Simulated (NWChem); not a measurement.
System: BeH₂; SMILES [BeH2]

NWChem input:

```
start job
memory heap 200 mb stack 900 mb global 1100 mb
geometry units angstroms noautosym nocenter noautoz
  Be     0.000000     0.000000     0.000000
  H      0.000000     0.000000     1.338991
  H      0.000000     0.000000    -1.338991
end
basis spherical
  * library def2-svp
end
dft
  xc pbe0
  iterations 150
end
property
  response 1 0.0
end
task dft property
```

Output (shortened):

```
             Northwest Computational Chemistry Package (NWChem) 7.3.0
             --------------------------------------------------------

                             Geometry "geometry" -> ""
                             -------------------------

 Output coordinates in angstroms (scale by  1.889725989 to convert to a.u.)

  No.       Tag          Charge          X              Y              Z
 ---- ---------------- ---------- -------------- -------------- --------------
    1 Be                   4.0000     0.00000000     0.00000000     0.00000000
    2 H                    1.0000     0.00000000     0.00000000     1.33899100
    3 H                    1.0000     0.00000000     0.00000000    -1.33899100

 Effective nuclear repulsion energy (a.u.)       3.3592508213

                              NWChem Property Module
                              ----------------------

                                 NWChem DFT Module
                                 -----------------

 Summary of "ao basis" -> "ao basis" (spherical)
 ------------------------------------------------------------------------------
       Tag                 Description            Shells   Functions and Types
 ---------------- ------------------------------  ------  ---------------------
 Be                         def2-svp                 5        9   3s2p
 H                          def2-svp                 3        5   2s1p

            General Information
            -------------------
          SCF calculation type: DFT
          Wavefunction type:  closed shell.
          No. of atoms     :     3
          No. of electrons :     6
           Alpha electrons :     3
            Beta electrons :     3
          Charge           :     0
          Spin multiplicity:     1
          Use of symmetry is: off; symmetry adaption is: off
          Maximum number of iterations: 150
          AO basis - number of functions:    19
                     number of shells:    11
          Convergence on energy requested:  1.00D-06
          Convergence on density requested:  1.00D-05
          Convergence on gradient requested:  5.00D-04

              XC Information
              --------------
                         PBE0 Method XC Functional
                     Hartree-Fock (Exact) Exchange  0.250
          PerdewBurkeErnzerhof Exchange Functional  0.750
            Perdew 1991 LDA Correlation Functional  1.000 local
           PerdewBurkeErnz. Correlation Functional  1.000 non-local

             Grid Information
             ----------------
          Grid used for XC integration:  medium
          Radial quadrature: Mura-Knowles
          Angular quadrature: Lebedev.
          Tag              B.-S. Rad. Rad. Pts. Rad. Cut. Ang. Pts.
          ---              ---------- --------- --------- ---------
          Be                  1.05       49           7.0       434
          H                   0.35       45           8.0       434
          Grid pruning is: on
          Number of quadrature shells:   139
          Spatial weights used:  Erf1

      Superposition of Atomic Density Guess
      -------------------------------------

 Sum of atomic energies:         -15.55228489

      Non-variational initial energy
      ------------------------------

 Total energy =     -15.599671
 1-e energy   =     -26.470167
 2-e energy   =       7.511246
 HOMO         =      -0.356126
 LUMO         =       0.033009

   convergence    iter        energy       DeltaE   RMS-Dens  Diis-err
 ---------------- ----- ----------------- --------- --------- ---------
 d= 0,ls=0.0,diis     1    -15.8457609321 -1.92D+01  1.76D-02  3.07D-02
 d= 0,ls=0.0,diis     2    -15.8551613705 -9.40D-03  3.30D-03  6.36D-04
 d= 0,ls=0.0,diis     3    -15.8553605520 -1.99D-04  4.59D-04  3.06D-05
 d= 0,ls=0.0,diis     4    -15.8553686158 -8.06D-06  4.38D-05  1.49D-07
 d= 0,ls=0.0,diis     5    -15.8553686655 -4.97D-08  5.13D-06  7.15D-09

         Total DFT energy =      -15.855368665530
      One electron energy =      -27.005899275776
           Coulomb energy =       11.321969598977
    Exchange-Corr. energy =       -3.530689810057
 Nuclear repulsion energy =        3.359250821325

 Numeric. integr. density =        5.999999923183

                       DFT Final Molecular Orbital Analysis
                       ------------------------------------

 Vector    1  Occ=2.000000D+00  E=-4.070326D+00
              MO Center=  3.1D-13,  2.8D-13,  7.5D-13, r^2= 6.7D-02
   Bfn.  Coefficient  Atom+Function         Bfn.  Coefficient  Atom+Function
  ----- ------------  ---------------      ----- ------------  ---------------
     1      0.991542  1 Be s                  2      0.034919  1 Be s

 Vector    2  Occ=2.000000D+00  E=-3.584704D-01
              MO Center= -3.1D-10, -4.0D-10,  4.4D-09, r^2= 2.1D+00
   Bfn.  Coefficient  Atom+Function         Bfn.  Coefficient  Atom+Function
  ----- ------------  ---------------      ----- ------------  ---------------
     2      0.435042  1 Be s                 10      0.284883  2 H  s
    15      0.284883  3 H  s                  1     -0.222286  1 Be s
    11      0.162014  2 H  s                 16      0.162014  3 H  s
     3      0.070513  1 Be s

 Vector    3  Occ=2.000000D+00  E=-3.236607D-01
              MO Center=  2.2D-11,  2.6D-11, -4.4D-09, r^2= 2.2D+00
   Bfn.  Coefficient  Atom+Function         Bfn.  Coefficient  Atom+Function
  ----- ------------  ---------------      ----- ------------  ---------------
     6      0.415828  1 Be pz                10     -0.316775  2 H  s
    15      0.316775  3 H  s                  9     -0.149131  1 Be pz
    11     -0.093737  2 H  s                 16      0.093737  3 H  s

 Vector    4  Occ=0.000000D+00  E=-2.918473D-02
              MO Center=  1.9D-09,  2.1D-09,  8.3D-12, r^2= 3.6D+00
   Bfn.  Coefficient  Atom+Function         Bfn.  Coefficient  Atom+Function
  ----- ------------  ---------------      ----- ------------  ---------------
     8      0.473080  1 Be py                 7      0.421798  1 Be px
     5     -0.355713  1 Be py                 4     -0.317153  1 Be px

 Vector    5  Occ=0.000000D+00  E=-2.918473D-02
              MO Center=  5.0D-11, -4.5D-11,  8.6D-12, r^2= 3.6D+00
   Bfn.  Coefficient  Atom+Function         Bfn.  Coefficient  Atom+Function
  ----- ------------  ---------------      ----- ------------  ---------------
     7      0.473080  1 Be px                 8     -0.421798  1 Be py
     4     -0.355713  1 Be px                 5      0.317153  1 Be py

 Vector    6  Occ=0.000000D+00  E= 5.796029D-02
              MO Center= -1.3D-09, -1.2D-09,  2.5D-09, r^2= 6.8D+00
   Bfn.  Coefficient  Atom+Function         Bfn.  Coefficient  Atom+Function
  ----- ------------  ---------------      ----- ------------  ---------------
     3      1.852193  1 Be s                 11     -0.812974  2 H  s
    16     -0.812974  3 H  s                 10     -0.199624  2 H  s
    15     -0.199624  3 H  s                  2     -0.082644  1 Be s

     Multipole analysis of the density
     ---------------------------------

     L   x y z        total         alpha         beta         nuclear
     -   - - -        -----         -----         ----         -------
     0   0 0 0     -0.000000     -3.000000     -3.000000      6.000000

     1   1 0 0      0.000000      0.000000      0.000000      0.000000
     1   0 1 0      0.000000      0.000000      0.000000      0.000000
     1   0 0 1      0.000000      0.000000      0.000000      0.000000

     2   2 0 0     -5.084357     -2.542179     -2.542179      0.000000
     2   1 1 0     -0.000000     -0.000000     -0.000000      0.000000
     2   1 0 1     -0.000000     -0.000000     -0.000000      0.000000
     2   0 2 0     -5.084357     -2.542179     -2.542179      0.000000
     2   0 1 1     -0.000000     -0.000000     -0.000000      0.000000
     2   0 0 2     -8.506592    -10.655846    -10.655846     12.805100

 *** CALLING NEW AORESP DRIVER FOR CLOSED AND OPEN SHELLS ***
 Entering AOResponse driver routine

--------------------------------------------------------------------------------

          -----------------------------------------------
          Solving response equations for perturbing field
          -----------------------------------------------

 number of frequencies:     1
 frequency in a.u.:  0.0000000E+00
 Perturbing field: electric
 Using El. Dipole Length Gauge

 Setting up CPKS with frequency omega =      0.00000000 a.u.

 STATIC response

                                NWChem CPHF Module
                                ------------------

  scftype          =     RHF
  nclosed          =        3
  nopen            =        0
  variables        =       48
  # of vectors     =        3
  tolerance        = 0.10D-03
  level shift      = 0.00D+00
  max iterations   =       50
  max subspace     =       30

 SCF residual:    2.3463158186295266E-006

Iterative solution of linear equations
  No. of variables       48
  No. of equations        3
  Maximum subspace       30
        Iterations       50
       Convergence  1.0D-04

   iter   nsub   residual    time
   ----  ------  --------  ---------
     1      3    9.30D-01       0.4
     2      6    1.97D-01       0.5
     3      9    5.74D-03       0.6
     4     12    5.04D-04       0.7
     5     15    1.09D-05       0.8

[...]

 DFT Linear Response polarizability / au
 Frequency  =       0.0000000 / au
              X              Y              Z
 -----------------------------------------------
 X      15.8313785     -0.0000000     -0.0000000
 Y      -0.0000000     15.8313785     -0.0000000
 Z      -0.0000000     -0.0000000     18.3195749
 -----------------------------------------------
 Eigenvalues =      15.8313785     15.8313785     18.3195749
 Isotropic   =      16.6607773
 Anisotropic =       2.4881965
 -----------------------------------------------

 Magnetic Dipole Response Matrix (nonzero elements):

 Exiting AOResponse driver routine
```

Level: PBE0/def2-SVP. Coordinates come from a PBE0/def2-SVP optimisation.
